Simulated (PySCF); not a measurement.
Job for PySCF: R-BP86/LANL2DZ on HfTe, 2S+1 = 1, a spin state set in the input, which need not be the lowest, a point of a bond scan (R = 2.661 Å).

```python
from pyscf import gto, scf, dft, mp
from pyscf.data.elements import chemcore

mol = gto.M(
    atom='''
    Hf    0.00000000    0.00000000    0.00000000
    Te    0.00000000    0.00000000    2.66102800
    ''',
    basis='lanl2dz',
    ecp={'Hf': 'lanl2dz', 'Te': 'lanl2dz'},
    charge=0, spin=0, verbose=3, max_memory=1800)
mf = dft.RKS(mol, xc='b88,p86')
mf.conv_tol = 1e-8
mf.max_cycle = 100
mf.kernel()
if not mf.converged:
    mf = mf.newton().run(mf.mo_coeff, mf.mo_occ)
```

The log:

```
converged SCF energy = -56.9806722256998
```

Self-consistency was reached.

Cost: roughly 0.4 core-seconds.
